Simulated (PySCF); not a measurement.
# Correlation energy of P⁺ (phosphorus, charge +1)

[Ne] 3s2 3p2, high-spin 3P determinant. Computed with PySCF 2.14 in aug-cc-pVDZ-DK (5s4p2d, 27 functions), with the spin-free X2C one-electron Hamiltonian (Gaussian nucleus). Frozen: [Ne]; 4 electrons correlated.

MP2 pair energies summed by pair of shells (mhartree):

```json
{"pair": "3s-3p", "energy": "-30.25", "share (%)": "60.2"}
{"pair": "3s-3s", "energy": "-14.63", "share (%)": "29.1"}
{"pair": "3p-3p", "energy": "-5.38", "share (%)": "10.7"}
```

Total MP2 correlation energy: -50.26 mhartree.

Same-spin part -8.37 and opposite-spin part -41.89 mhartree; SCS-MP2 scales them by 1/3 and 6/5 to -53.05 mhartree.

```csv
level,correlation energy (mhartree)
CCSD,-70.96
(T),-1.04
CCSD(T),-72.00
```

Diagnostics: T1 = 0.0085, D1 = 0.0232, largest double amplitude 0.104.

Cost of the coupled-cluster step: 0.27 s of wall time on 1 thread of Neoverse-N1 (shared host), for 4 correlated electrons.
